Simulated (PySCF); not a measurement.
Gas-phase reaction: InH3 + 2 SH = InH + 2 H2S. Level: PBE0/def2-QZVP†; standard pressure 1 bar.

Energies from PySCF, thermal terms from the rigid-rotor harmonic-oscillator model, ideal gas at 1 bar. † marks an energy on the PBE0/def2-TZVP geometry and frequencies. Open shells (unrestricted): SH (multiplicity 2, electronic degeneracy 4); the rest are closed-shell singlets. Spin-orbit splitting is ignored; it lowers the true energy and changes the entropy of SH. In: scalar-relativistic def2 core potential, no spin-orbit coupling. InH3, InH: computed as isolated molecules; such fragments, hydroxides, amides, oligomers or adducts are transient or little studied in the gas. The harmonic model lacks anharmonicity and excited electronic states, which grow with temperature; levels with a mode under 35 cm⁻¹ are left out.

```tsv
T (K)	1000/T (1/K)	log10 K
1000	1.0000	15.89
1200	0.8333	13.08
1400	0.7143	?
1600	0.6250	9.55
1800	0.5556	8.36
2000	0.5000	7.40
```

Problem. Fit log10 K = a + b·(1000/T) to the five rows, get the mean ΔH° and ΔS°, and predict log10 K at 1400 K.

Solution. Means: 1000/T = 0.7028, log10 K = 10.856. Sums of products about the means: Sxy = 2.95623, Sxx = 0.174207, so b = Sxy/Sxx = 16.97 and a = 10.856 − (16.97)×0.7028 = -1.07.
ΔH° = −R ln 10 × 1000 K × b = −19.145 × (16.97) = -325 kJ; ΔS° = R ln 10 × a = -20 J/K. The run's own values go from -322 kJ and -17 J/K at 1000 K to -330 kJ and -23 J/K at 2000 K.
Prediction at 1400 K: -1.07 + (16.97)×0.7143 = 11.05. The computed value is 11.07, 0.02 from the line.
For scale, ΔH°(298 K) is -315 kJ at this level, -316 kJ at ωB97M-V/def2-TZVP†, and runs from -363 to -199 kJ over the 18 levels computed.
